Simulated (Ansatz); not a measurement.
Species: C5H9 (charge 0, doublet). It need not be the lowest isomer of its formula. 
Geometry from a B3LYP-D3(BJ)/def2-TZVP (Ansatz, a quantum-chemistry and plane-wave program) optimisation:
```xyz
14

C     -0.0453    -1.2628     0.1546
C      1.1560    -0.4244     0.4447
C      0.8007     0.9445    -0.1700
C     -0.7305     1.0117    -0.0695
C     -1.1868    -0.4363    -0.3393
H     -0.0837    -2.3350     0.2858
H      1.3196    -0.3249     1.5291
H      2.0837    -0.8433     0.0420
H      1.1015     0.9610    -1.2210
H      1.2974     1.7784     0.3269
H     -1.1715     1.7343    -0.7569
H     -1.0204     1.3021     0.9440
H     -1.3524    -0.5897    -1.4171
H     -2.1383    -0.6794     0.1444
```
Charge 0, spin multiplicity 2.

Quantity: atomisation energy (electronic, to ground-state atoms); the coupled-cluster value holds the core correlation from cc-pwCVTZ, in kJ/mol. Cores are frozen in the correlated levels unless marked. UHF or UKS for open shells. No spin-orbit coupling. Non-relativistic. Basis-set limits of correlation are two-point, X^-3; Hartree-Fock from the larger set.

Level to compare with: CCSD(T)/CBS(cc-pVTZ,cc-pVQZ) plus the core term (Ansatz), 5703.1 kJ/mol. It is a level with limits of its own, and the differences hold the functionals' basis error too.

Task: Rank these functionals by how close they come to CCSD(T)/CBS(cc-pVTZ,cc-pVQZ), closest first: SVWN5/def2-TZVPD (Ansatz); BLYP/def2-TZVPD (Ansatz); revPBE/def2-TZVPD (Ansatz).

Result: revPBE/def2-TZVPD (GGA, 5606.0 kJ/mol, difference -97.1), BLYP/def2-TZVPD (GGA, 5596.7 kJ/mol, difference -106.4), SVWN5/def2-TZVPD (LDA, 6476.4 kJ/mol, difference 773.3)
